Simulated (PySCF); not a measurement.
Bond length, frequency and bond energy of RhO by level of theory

State: ⁴Σ⁻ (quartet), unpaired electrons σ ↑, π ↑↑. Set-up: PySCF, spin-free X2C with a Gaussian nucleus, basis sets Rh x2c-TZVPPall, O x2c-TZVPPall. De refers to Rh (4d8 5s1) + O in their high-spin ground configurations, without counterpoise correction. The functionals are run spin-unrestricted. A positive dipole means Rh(−)O(+). Levels whose curve was spin-contaminated or gave no clean fit are not listed.

```
    Level  Re (Å)  ωe (cm⁻¹)  De (eV)  μ (D)  CPU s a point (SCF and correlation, without the integrals)
      PBE   1.709        838     5.26  -3.23                                                         4.7
   r²SCAN   1.691        873     4.48  -3.31                                                         7.3
    M06-L   1.718        816     4.34  -3.76                                                         5.8
    TPSSh   1.703        851     4.28  -3.59                                                         6.3
     PBE0   1.689        868     4.05  -3.79                                                         6.4
    B97-3   1.701        847     4.14  -3.96                                                         4.1
BHandHLYP   1.694        844     2.80  -4.49                                                         4.5
CAM-B3LYP   1.694        867     4.11  -4.08                                                          12
```

Problem. What does a quarter of exact exchange do here, going from PBE to PBE0?

Solution. PBE0 less PBE: -2.0 pm in Re, +3.6 % in ωe, -1.21 eV in De. Exact exchange removes part of the self-interaction that spreads semilocal densities, and in most molecules shortens and stiffens the bond and lowers De; so it does here.

Problem. What does the step from GGA to meta-GGA do here, going from PBE to r²SCAN?

Solution. r²SCAN less PBE: -1.8 pm in Re, +4.2 % in ωe, -0.78 eV in De. 

The metal atom is held in its measured ground configuration; semilocal functionals can put another filling of s and d lower by some tenths of an eV, and De to that atom would be smaller. Spin–orbit coupling is left out, which matters for elements this heavy, above all for dissociation energies. With d or f electrons several states lie close, and the lowest PBE0 determinant need not be the measured ground state.

The whole job (state search and all levels along the bond) took about 38 min on 2 threads of Arm Neoverse V1 (shared host), peak memory 5.4 GiB.
